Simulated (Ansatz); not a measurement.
Born–Oppenheimer molecular dynamics of CH2BF2 (6 atoms, charge 0, multiplicity 2). It starts from a relaxed structure.

The calculation used UKS B3LYP-D4/def2-SVP in Ansatz 0.2.0.

```
ensemble        : NVT, Langevin thermostat
time step       : 1 fs
steps asked     : 231
set temperature : 3000 K
friction        : 0.02 /fs
seed            : 216620
```

First frame:

```xyz
6
Properties=species:S:1:pos:R:3
C -0.430 0.633 -0.252
B 0.390 -0.573 0.228
F 0.360 -0.977 1.492
F 1.164 -1.263 -0.600
H -0.412 0.973 -1.292
H -1.071 1.207 0.424
```

**Question.** How far do the bonds stretch over the last three quarters of this one trajectory? (Pairs bonded in most of those frames.)

**Answer.** 
| bond | mean (Å) | spread (Å) | shortest | longest |
| --- | --- | --- | --- | --- |
| C1–B2 | 1.558 | 0.061 | 1.44 | 1.68 |
| C1–H5 | 1.114 | 0.052 | 0.99 | 1.25 |
| C1–H6 | 1.126 | 0.094 | 0.93 | 1.34 |
| B2–F3 | 1.338 | 0.057 | 1.24 | 1.50 |
| B2–F4 | 1.368 | 0.107 | 1.17 | 1.58 |

Mean temperature of the second half: 2057 K. The mean temperature of the second half is 31 % below the set value. A run of 0.23 ps of so small a system gives no equilibrium averages.

The run took 27 min on 1 CPU thread of a shared host.
